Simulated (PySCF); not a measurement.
SMILES C[SiH2][SiH3], singlet, GFN2-xTB optimised geometry.

```
11

C      1.86    -1.02     0.00
Si    -0.04    -1.02     0.00
Si    -0.87     1.13     0.00
H      2.25    -0.52    -0.88
H      2.26    -2.03     0.00
H      2.25    -0.52     0.88
H     -0.48    -1.80    -1.17
H     -0.48    -1.80     1.17
H     -2.26     1.20     0.45
H     -0.11     2.03     0.88
H     -0.84     1.76    -1.33
```

Density from PySCF with PBE0/def2-TZVP at that geometry.

Minimum of the electron density along straight lines between bonded atoms, close to the bond critical point (lines longer than 1.1 times the sum of covalent radii, or with two minima, are not listed):

| bond | length / Å | ρ at the minimum / e bohr⁻³ | ∇²ρ there / e bohr⁻⁵ | position (fraction from the first atom) |
|---|---|---|---|---|
| C1–Si2 | 1.902 | 0.115 | 0.17 | 0.61 |
| Si2–Si3 | 2.311 | 0.098 | -0.18 | 0.48 |
| C1–H4 | 1.087 | 0.275 | -0.92 | 0.64 |
| C1–H5 | 1.086 | 0.275 | -0.92 | 0.64 |
| C1–H6 | 1.087 | 0.275 | -0.92 | 0.64 |
| Si2–H7 | 1.472 | 0.122 | 0.19 | 0.49 |
| Si2–H8 | 1.472 | 0.122 | 0.19 | 0.49 |
| Si3–H9 | 1.465 | 0.122 | 0.20 | 0.49 |
| Si3–H10 | 1.467 | 0.121 | 0.19 | 0.49 |
| Si3–H11 | 1.467 | 0.122 | 0.19 | 0.49 |
